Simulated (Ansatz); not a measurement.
A structure relaxed at PBE-D4/def2-SVP in Ansatz, charge 0, doublet:

```csv
atom,x (Å),y (Å),z (Å)
Cd1,-1.452,-3.305,-0.287
Cd2,-0.571,3.522,1.286
Cd3,-1.268,0.473,0.790
Cu4,1.396,-0.648,1.367
Cd5,1.822,-2.149,-0.933
Cd6,1.908,1.632,-0.320
Cd7,-1.021,-1.137,-2.578
Te8,0.872,1.486,2.792
Te9,-0.754,-2.010,2.008
Te10,0.240,-3.671,-2.556
Te11,1.869,4.338,0.440
Te12,-0.580,1.431,-1.831
Te13,3.689,-0.513,0.078
Cl14,-2.865,2.575,1.360
Cl15,-3.285,-2.025,-1.615
```

(1) Give its formula.

(2) Summarise the bond lengths by kind (pairs closer than 1.2 times the sum of covalent radii, bridged metal pairs left out).

Answers

(1) Cd6CuTe6Cl2.

(2) 15 × Cd–Te 2.68 to 3.28 Å; 4 × Cd–Cl 2.48 to 2.70 Å; 3 × Cu–Te 2.62 to 2.63 Å.

In the def2 sets Cd, Te take a core potential; there is no spin–orbit coupling. Single mean-field runs in def2-SVP are fitted with def2-universal-jkfit.
